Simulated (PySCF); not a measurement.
Simulation results for AlFH2NSi, F2H3Si2, F2HSi, FH2Si and others

All values are calculated (PySCF 2.14.0). Calculation on a computer-drawn molecule: the log of a Hartree-Fock and frozen-core CCSD(T) single point meant for a local Hartree-Fock minimum, with one planted fault or none, to be diagnosed. Offsets are logged minus clean, where the clean run is the same molecule without the fault. The reference is restricted for singlets and unrestricted otherwise, and also for a bond in bohr or an excited solution. Adding or removing an electron swaps singlet and doublet. The excited solution moves the top pair (singlet) or top alpha electron (doublet) to the lowest empty orbital. Highest occupied and lowest empty are orbital energies over both spins, largest force is the largest gradient component, triples share is (T) over the correlation energy, the T1 limit is 0.02 restricted and 0.045 unrestricted, electrons count all cores, a negative frequency is imaginary (commonest isotopes), and the dipole is about the centre of nuclear charge.

Common to all runs: logged SCF converged yes; possible faults no fault, one electron removed, one electron added, multiplicity raised by two, geometry at a saddle point, SCF held on an excited solution, minimal basis STO-3G, one bond length entered in bohr, all coordinates scaled.

(1) AlFH2NSi

Logged structure:
```xyz
6
AlFH2NSi
F     -1.3325    -3.1164     0.6870
Si    -0.9389    -1.6007     0.5676
N     -2.0060    -0.4524     0.4299
Al    -3.2533     0.6450     0.2904
H      0.5041    -1.4636     0.6058
H     -4.3829     1.6804     0.1608
```

| Item | Value |
| --- | --- |
| meant charge | 1 |
| meant multiplicity | 1 |
| meant basis | cc-pV(D+d)Z |
| logged electrons | 44 |
| logged basis functions | 84 |
| logged spin squared | 2.022 |
| logged highest occupied | -10.275 eV |
| logged lowest empty | -6.4655 eV |
| logged largest force | 0.12186 hartree/bohr |
| logged T1 diagnostic | 0.059935 |
| logged D1 diagnostic | 0.36301 |
| logged triples share | 0.023975 |
| logged CC converged | yes |
| logged dipole magnitude | 5.0578 debye |
| logged SCF stable within its kind | yes |
| logged energy HF | -685.57068 hartree |
| logged energy CCSD(T) | -686.0522 hartree |
| planted fault | multiplicity raised by two |
| HF energy offset from clean run | 104 kcal/mol |
| CCSD(T) energy offset from clean run | 122.8 kcal/mol |

Drawn bonds:
```csv
atom,other atom,order
1,2,1
2,3,1
3,4,2
2,5,1
4,6,1
```

Notes: T1 above single-reference limit.

(2) F2H3Si2

Logged structure:
```xyz
7
F2H3Si2
F     -2.6108    -0.2555     1.0019
Si    -1.5513    -1.3838     0.7460
Si     0.4850    -0.7542    -0.4231
F      1.2386    -2.1576    -0.4055
H     -2.0150    -2.6628     1.2863
H      0.0562    -0.3548    -1.7601
H      1.1249     0.2471     0.4245
```

| Item | Value |
| --- | --- |
| meant charge | 1 |
| meant multiplicity | 1 |
| meant basis | cc-pV(D+d)Z |
| logged electrons | 48 |
| logged basis functions | 89 |
| logged spin squared | 0 |
| logged highest occupied | -17.974 eV |
| logged lowest empty | -5.8228 eV |
| logged largest force | 1.223e-05 hartree/bohr |
| logged lowest frequency | 32.72 cm⁻¹ |
| logged T1 diagnostic | 0.015718 |
| logged D1 diagnostic | 0.047744 |
| logged triples share | 0.019549 |
| logged CC converged | yes |
| logged dipole magnitude | 1.4533 debye |
| logged SCF stable within its kind | yes |
| logged energy HF | -778.30137 hartree |
| logged energy CCSD(T) | -778.89012 hartree |
| planted fault | no fault |
| HF energy offset from clean run | 0 kcal/mol |
| CCSD(T) energy offset from clean run | 0 kcal/mol |

Drawn bonds:
```csv
atom,other atom,order
1,2,1
2,3,1
3,4,1
2,5,1
3,6,1
3,7,1
```

(3) F2HSi

Logged structure:
```xyz
4
F2HSi
F      2.9641    -1.6249    -1.3403
Si     1.5263    -1.2881    -2.1542
F      0.4920    -1.5697    -0.8525
H      1.5940     0.2548    -1.9844
```

| Quantity | Value |
| --- | --- |
| meant charge | -1 |
| meant multiplicity | 1 |
| meant basis | aug-cc-pV(D+d)Z |
| logged electrons | 34 |
| logged basis functions | 87 |
| logged spin squared | 2.0061 |
| logged highest occupied | 0.88813 eV |
| logged lowest empty | 4.0686 eV |
| logged largest force | 0.055271 hartree/bohr |
| logged T1 diagnostic | 0.022028 |
| logged D1 diagnostic | 0.078324 |
| logged triples share | 0.026035 |
| logged CC converged | yes |
| logged dipole magnitude | 2.1411 debye |
| logged SCF stable within its kind | yes |
| logged energy HF | -488.44239 hartree |
| logged energy CCSD(T) | -488.9803 hartree |
| planted fault | multiplicity raised by two |
| HF energy offset from clean run | 55.53 kcal/mol |
| CCSD(T) energy offset from clean run | 66.27 kcal/mol |

Drawn bonds:
```csv
atom,other atom,order
1,2,1
2,3,1
2,4,1
```

Notes: highest electron not bound in this basis.

(4) FH2Si

Logged structure:
```xyz
4
FH2Si
F     -0.4670     1.0251     0.6251
Si     0.8621     0.9942     1.4253
H      1.2307    -0.2919     1.9930
H      1.5801     2.2550     1.5114
```

| Property | Result |
| --- | --- |
| meant charge | 1 |
| meant multiplicity | 1 |
| meant basis | cc-pV(D+d)Z |
| logged electrons | 23 |
| logged basis functions | 47 |
| logged spin squared | 0.8117 |
| logged highest occupied | -31.553 eV |
| logged lowest empty | -19.945 eV |
| logged largest force | 0.097875 hartree/bohr |
| logged T1 diagnostic | 0.048295 |
| logged D1 diagnostic | 0.20015 |
| logged triples share | 0.029013 |
| logged CC converged | yes |
| logged dipole magnitude | 7.7883 debye |
| logged SCF stable within its kind | yes |
| logged energy HF | -388.49934 hartree |
| logged energy CCSD(T) | -388.78333 hartree |
| planted fault | one electron removed |
| HF energy offset from clean run | 479 kcal/mol |
| CCSD(T) energy offset from clean run | 484.2 kcal/mol |

Drawn bonds:
```csv
atom,other atom,order
1,2,1
2,3,1
2,4,1
```

Notes: T1 above single-reference limit.

(5) BFH4Si2

Logged structure:
```xyz
8
BFH4Si2
F     -0.8972     0.1177     1.5880
Si    -2.4817     0.4117     1.8300
B     -3.3626     0.8339     0.0543
Si    -2.3371     0.7768    -1.6612
H     -3.0474    -0.8020     2.4566
H     -2.5635     1.5483     2.7707
H     -4.5339     1.1123     0.0702
H     -1.9597     2.2367    -1.4631
```

| Item | Value |
| --- | --- |
| meant charge | 0 |
| meant multiplicity | 1 |
| meant basis | cc-pV(D+d)Z |
| logged electrons | 47 |
| logged basis functions | 94 |
| logged spin squared | 0.7763 |
| logged highest occupied | -1.1801 eV |
| logged lowest empty | 6.1003 eV |
| logged largest force | 0.024002 hartree/bohr |
| logged T1 diagnostic | 0.026042 |
| logged D1 diagnostic | 0.11198 |
| logged triples share | 0.026823 |
| logged CC converged | yes |
| logged dipole magnitude | 7.1434 debye |
| logged SCF stable within its kind | yes |
| logged energy HF | -704.30689 hartree |
| logged energy CCSD(T) | -704.8338 hartree |
| planted fault | one electron added |
| HF energy offset from clean run | -7.418 kcal/mol |
| CCSD(T) energy offset from clean run | -16.78 kcal/mol |

Drawn bonds:
```csv
atom,other atom,order
1,2,1
2,3,1
3,4,1
2,5,1
2,6,1
3,7,1
4,8,1
```

(6) BFH4Si2

Structure as in entry 5.

| Property | Result |
| --- | --- |
| meant charge | 0 |
| meant multiplicity | 1 |
| meant basis | cc-pV(D+d)Z |
| logged electrons | 46 |
| logged basis functions | 94 |
| logged spin squared | 0 |
| logged highest occupied | -6.0137 eV |
| logged lowest empty | -2.3471 eV |
| logged largest force | 0.039155 hartree/bohr |
| logged CC converged | no |
| logged dipole magnitude | 1.9842 debye |
| logged SCF stable within its kind | no |
| logged energy HF | -704.08293 hartree |
| planted fault | SCF held on an excited solution |
| HF energy offset from clean run | 133.1 kcal/mol |

Drawn bonds:
```csv
atom,other atom,order
1,2,1
2,3,1
3,4,1
2,5,1
2,6,1
3,7,1
4,8,1
```

Notes: CCSD not converged.

(7) CH5FSi2

Logged structure:
```xyz
9
CH5FSi2
F     -0.5977     0.6845    -3.2302
Si    -0.0865     1.3443    -1.8431
C      1.1306     2.7079    -2.2098
Si     2.1287     3.4254    -0.7478
H     -1.2716     1.8666    -1.1422
H      0.5286     0.2513    -1.0639
H      1.8004     2.4068    -3.0207
H      0.5260     3.5529    -2.5798
H      0.9315     3.6623     0.1608
```

| Property | Result |
| --- | --- |
| meant charge | 0 |
| meant multiplicity | 1 |
| meant basis | cc-pV(D+d)Z |
| logged electrons | 49 |
| logged basis functions | 99 |
| logged spin squared | 0.7722 |
| logged highest occupied | -1.0857 eV |
| logged lowest empty | 7.8442 eV |
| logged largest force | 0.02796 hartree/bohr |
| logged T1 diagnostic | 0.014032 |
| logged D1 diagnostic | 0.046046 |
| logged triples share | 0.023872 |
| logged CC converged | yes |
| logged dipole magnitude | 7.3525 debye |
| logged SCF stable within its kind | yes |
| logged energy HF | -718.11354 hartree |
| logged energy CCSD(T) | -718.69756 hartree |
| planted fault | one electron added |
| HF energy offset from clean run | -6.643 kcal/mol |
| CCSD(T) energy offset from clean run | -11.27 kcal/mol |

Drawn bonds:
```csv
atom,other atom,order
1,2,1
2,3,1
3,4,1
2,5,1
2,6,1
3,7,1
3,8,1
4,9,1
```

(8) FH5NSi2

Logged structure:
```xyz
9
FH5NSi2
F     -1.2967     3.3999     3.1855
Si    -0.3346     2.6853     2.0992
N     -1.0081     2.7255     0.5268
Si    -2.1190     1.6332    -0.2561
H     -0.1817     1.2929     2.5373
H      0.9232     3.4462     2.1193
H     -0.8503     3.5860     0.0277
H     -1.6802     1.3601    -1.6487
H     -2.1455     0.3819     0.5363
```

| Property | Result |
| --- | --- |
| meant charge | 0 |
| meant multiplicity | 2 |
| meant basis | cc-pV(D+d)Z |
| logged electrons | 49 |
| logged basis functions | 99 |
| logged spin squared | 0.7537 |
| logged highest occupied | -8.7028 eV |
| logged lowest empty | 1.6856 eV |
| logged largest force | 1.071e-05 hartree/bohr |
| logged lowest frequency | 59.546 cm⁻¹ |
| logged T1 diagnostic | 0.014002 |
| logged D1 diagnostic | 0.054722 |
| logged triples share | 0.021752 |
| logged CC converged | yes |
| logged dipole magnitude | 1.8927 debye |
| logged SCF stable within its kind | yes |
| logged energy HF | -734.75307 hartree |
| logged energy CCSD(T) | -735.3463 hartree |
| planted fault | no fault |
| HF energy offset from clean run | 0 kcal/mol |
| CCSD(T) energy offset from clean run | 0 kcal/mol |

Drawn bonds:
```csv
atom,other atom,order
1,2,1
2,3,1
3,4,1
2,5,1
2,6,1
3,7,1
4,8,1
4,9,1
```

(9) FH5NSi2

Logged structure:
```xyz
9
FH5NSi2
F     -1.2967     3.3999     3.1855
Si    -0.3346     2.6853     2.0992
N     -1.0081     2.7255     0.5268
Si    -2.1190     1.6332    -0.2561
H     -0.1817     1.2929     2.5373
H      2.0424     4.1231     2.1373
H     -0.8503     3.5860     0.0277
H     -1.6802     1.3601    -1.6487
H     -2.1455     0.3819     0.5363
```

| Property | Result |
| --- | --- |
| meant charge | 0 |
| meant multiplicity | 2 |
| meant basis | cc-pV(D+d)Z |
| logged electrons | 49 |
| logged basis functions | 99 |
| logged spin squared | 1.5499 |
| logged highest occupied | -8.5624 eV |
| logged lowest empty | 1.3196 eV |
| logged largest force | 0.011528 hartree/bohr |
| logged T1 diagnostic | 0.049949 |
| logged D1 diagnostic | 0.2571 |
| logged triples share | 0.028982 |
| logged CC converged | yes |
| logged dipole magnitude | 1.8695 debye |
| logged SCF stable within its kind | yes |
| logged energy HF | -734.63195 hartree |
| logged energy CCSD(T) | -735.21964 hartree |
| planted fault | one bond length entered in bohr, row 5 of the drawn bonds |
| HF energy offset from clean run | 76 kcal/mol |
| CCSD(T) energy offset from clean run | 79.48 kcal/mol |

Drawn bonds:
```csv
atom,other atom,order
1,2,1
2,3,1
3,4,1
2,5,1
2,6,1
3,7,1
4,8,1
4,9,1
```

Notes: T1 above single-reference limit.

(10) FH4OSi2

Logged structure:
```xyz
8
FH4OSi2
F     -2.3151    -1.5058     1.5570
Si    -1.2723    -0.5346     0.8453
O      0.1465    -0.7596     1.7934
Si     1.0312    -1.3400     2.9298
H     -1.6505     0.8591     1.0163
H     -0.9403    -1.0068    -0.4894
H     -0.0308    -3.1669     4.6933
H      2.4097    -0.8817     3.0116
```

| Quantity | Value |
| --- | --- |
| meant charge | 1 |
| meant multiplicity | 1 |
| meant basis | cc-pV(D+d)Z |
| logged electrons | 48 |
| logged basis functions | 94 |
| logged spin squared | 0.8663 |
| logged highest occupied | -17.148 eV |
| logged lowest empty | -5.5423 eV |
| logged largest force | 0.012817 hartree/bohr |
| logged T1 diagnostic | 0.037476 |
| logged D1 diagnostic | 0.17644 |
| logged triples share | 0.025669 |
| logged CC converged | yes |
| logged dipole magnitude | 6.4887 debye |
| logged SCF stable within its kind | yes |
| logged energy HF | -754.25445 hartree |
| logged energy CCSD(T) | -754.83086 hartree |
| planted fault | one bond length entered in bohr, row 6 of the drawn bonds |
| HF energy offset from clean run | 70.98 kcal/mol |
| CCSD(T) energy offset from clean run | 78.46 kcal/mol |

Drawn bonds:
```csv
atom,other atom,order
1,2,1
2,3,1
3,4,1
2,5,1
2,6,1
4,7,1
4,8,1
```
